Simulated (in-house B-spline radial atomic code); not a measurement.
Computed with a B-spline radial atomic code. Model: two electrons, singlet ground state, non-relativistic, full CI in B-splines with partial waves to l = 8 (at full coupling up to 3e-4 hartree above the limit, correlation up to 0.6 % small), density held at that of full coupling by Lieb maximisation.

W(λ) is the mean repulsion in the state of coupling λ less the Hartree energy of the fixed density. Its start is exact exchange, its initial slope is twice the second-order Görling-Levy correlation energy, and its area from 0 to 1 is E_xc. A straight curve means weak, dynamic correlation, and a curve that drops fast and flattens means strong correlation.

Command:
```bash
python run_ac.py task.json out
```
Settings (lengths in bohr, energies in hartree):
```
potential              dot
strength               0.908
lmax                   8
second                 3
```

Run time, properties included: 21 s on 1 thread of Intel(R) Xeon(R) Processor @ 2.30GHz (shared host).

**W = mean repulsion less Hartree energy, and W of three functionals.**

Given: confinement charge in harmonic well; well frequency 0.908 hartree; nuclear charge 3; external potential omega^2 r^2/2 - Z/r.

Computed: LDA exchange minus exact 247.22 millihartree; SCAN exchange minus exact -0.7906 millihartree.

```json
{"coupling": "0", "W xc (hartree)": "-1.7423", "W xc minus exchange (millihartree)": "0", "kinetic minus Kohn-Sham (millihartree)": "0", "LDA (PW92) W minus its exchange (millihartree)": "0", "PBE W minus its exchange (millihartree)": "0", "SCAN W minus its exchange (millihartree)": "0"}
{"coupling": "0.02", "W xc (hartree)": "-1.7441", "W xc minus exchange (millihartree)": "-1.863", "kinetic minus Kohn-Sham (millihartree)": "0", "LDA (PW92) W minus its exchange (millihartree)": "-13.17", "PBE W minus its exchange (millihartree)": "-1.9", "SCAN W minus its exchange (millihartree)": "-1.84"}
{"coupling": "0.05", "W xc (hartree)": "-1.7469", "W xc minus exchange (millihartree)": "-4.638", "kinetic minus Kohn-Sham (millihartree)": "0.1", "LDA (PW92) W minus its exchange (millihartree)": "-27.41", "PBE W minus its exchange (millihartree)": "-4.78", "SCAN W minus its exchange (millihartree)": "-4.56"}
{"coupling": "0.12", "W xc (hartree)": "-1.7533", "W xc minus exchange (millihartree)": "-11.029", "kinetic minus Kohn-Sham (millihartree)": "0.7", "LDA (PW92) W minus its exchange (millihartree)": "-53.54", "PBE W minus its exchange (millihartree)": "-11.52", "SCAN W minus its exchange (millihartree)": "-10.75"}
{"coupling": "0.25", "W xc (hartree)": "-1.7649", "W xc minus exchange (millihartree)": "-22.596", "kinetic minus Kohn-Sham (millihartree)": "2.8", "LDA (PW92) W minus its exchange (millihartree)": "-91.15", "PBE W minus its exchange (millihartree)": "-23.97", "SCAN W minus its exchange (millihartree)": "-21.8"}
{"coupling": "0.4", "W xc (hartree)": "-1.7778", "W xc minus exchange (millihartree)": "-35.474", "kinetic minus Kohn-Sham (millihartree)": "7", "LDA (PW92) W minus its exchange (millihartree)": "-126.04", "PBE W minus its exchange (millihartree)": "-38.02", "SCAN W minus its exchange (millihartree)": "-33.95"}
{"coupling": "0.6", "W xc (hartree)": "-1.7942", "W xc minus exchange (millihartree)": "-51.908", "kinetic minus Kohn-Sham (millihartree)": "15.2", "LDA (PW92) W minus its exchange (millihartree)": "-164.71", "PBE W minus its exchange (millihartree)": "-56.11", "SCAN W minus its exchange (millihartree)": "-49.3"}
{"coupling": "0.8", "W xc (hartree)": "-1.8098", "W xc minus exchange (millihartree)": "-67.553", "kinetic minus Kohn-Sham (millihartree)": "26.1", "LDA (PW92) W minus its exchange (millihartree)": "-197.66", "PBE W minus its exchange (millihartree)": "-73.41", "SCAN W minus its exchange (millihartree)": "-63.82"}
{"coupling": "1", "W xc (hartree)": "?", "W xc minus exchange (millihartree)": "?", "kinetic minus Kohn-Sham (millihartree)": "?", "LDA (PW92) W minus its exchange (millihartree)": "?", "PBE W minus its exchange (millihartree)": "?", "SCAN W minus its exchange (millihartree)": "?"}
{"coupling": "1.4", "W xc (hartree)": "-1.8526", "W xc minus exchange (millihartree)": "-110.27", "kinetic minus Kohn-Sham (millihartree)": "72.8", "LDA (PW92) W minus its exchange (millihartree)": "-276.25", "PBE W minus its exchange (millihartree)": "-120.78", "SCAN W minus its exchange (millihartree)": "-103.2"}
{"coupling": "2", "W xc (hartree)": "-1.8899", "W xc minus exchange (millihartree)": "-147.57", "kinetic minus Kohn-Sham (millihartree)": "136", "LDA (PW92) W minus its exchange (millihartree)": "-336.69", "PBE W minus its exchange (millihartree)": "-162.16", "SCAN W minus its exchange (millihartree)": "-137.52"}
{"coupling": "3", "W xc (hartree)": "-1.9424", "W xc minus exchange (millihartree)": "-200.16", "kinetic minus Kohn-Sham (millihartree)": "266.6", "LDA (PW92) W minus its exchange (millihartree)": "-414.65", "PBE W minus its exchange (millihartree)": "-220.62", "SCAN W minus its exchange (millihartree)": "-186.2"}
{"coupling": "4.5", "W xc (hartree)": "-2.0046", "W xc minus exchange (millihartree)": "-262.3", "kinetic minus Kohn-Sham (millihartree)": "497.4", "LDA (PW92) W minus its exchange (millihartree)": "-500.77", "PBE W minus its exchange (millihartree)": "-290.42", "SCAN W minus its exchange (millihartree)": "-244.73"}
{"coupling": "7", "W xc (hartree)": "?", "W xc minus exchange (millihartree)": "?", "kinetic minus Kohn-Sham (millihartree)": "?", "LDA (PW92) W minus its exchange (millihartree)": "?", "PBE W minus its exchange (millihartree)": "?", "SCAN W minus its exchange (millihartree)": "?"}
{"coupling": "10", "W xc (hartree)": "-2.1393", "W xc minus exchange (millihartree)": "-397", "kinetic minus Kohn-Sham (millihartree)": "1426.3", "LDA (PW92) W minus its exchange (millihartree)": "-682.26", "PBE W minus its exchange (millihartree)": "-449.56", "SCAN W minus its exchange (millihartree)": "-377.81"}
```

Problem. What belongs in the row 1?

Solution. W xc (hartree): -1.8247; W xc minus exchange (millihartree): -82.464; kinetic minus Kohn-Sham (millihartree): 39.5; LDA (PW92) W minus its exchange (millihartree): -226.64; PBE W minus its exchange (millihartree): -89.94; SCAN W minus its exchange (millihartree): -77.59.

Problem. What belongs in the row 7?

Solution. W xc (hartree): -2.0789; W xc minus exchange (millihartree): -336.57; kinetic minus Kohn-Sham (millihartree): 918.5; LDA (PW92) W minus its exchange (millihartree): -600.47; PBE W minus its exchange (millihartree): -376.24; SCAN W minus its exchange (millihartree): -316.89.

Problem. What is the PBE exchange minus exact?

Solution. 34.995 millihartree.

**Energy parts, natural occupations and partial-wave weights.**

Computed: exchange energy -1.7423 hartree; correlation energy -0.04294 hartree; kinetic part of the DFT correlation energy 0.039524 hartree; initial slope twice GL2 -0.093379 hartree; kinetic part over minus potential part 0.47929; Hartree energy 3.4846 hartree; Kohn-Sham kinetic 7.8498 hartree.

```tsv
natural	occupation of the shell (electrons)
s	1.9943
p	?
s	0.001999
d	0.00015955
p	0.00010542
s	3.7683e-05
```

Problem. What belongs in the row p?

Solution. occupation of the shell (electrons): 0.0033122.

```tsv
wave	weight
s	0.99818
p	?
d	8.8741e-05
f	1.262e-05
g	2.946e-06
```

Problem. What belongs in the row p?

Solution. weight: 0.0017137.

Problem. What is the Lieb Oxford ratio E_xc over LDA exchange?

Solution. 1.1941.

Problem. What is the total energy?

Solution. -6.9412 hartree.

Half-way to full coupling W has made 53 % of its drop, against 50 % for a straight line, and second-order (GL2) theory, half the initial slope, overshoots the correlation energy by about 9 %: a moderate bend, as in light atoms. Over couplings 0 to 1 the errors in E_xc come to about +153 millihartree for LDA, +32 millihartree for PBE, +1.4 millihartree for SCAN, so SCAN is nearest. In LDA and PBE and SCAN the errors of exchange and correlation have opposite signs, so the sum is smaller than the larger of the two.
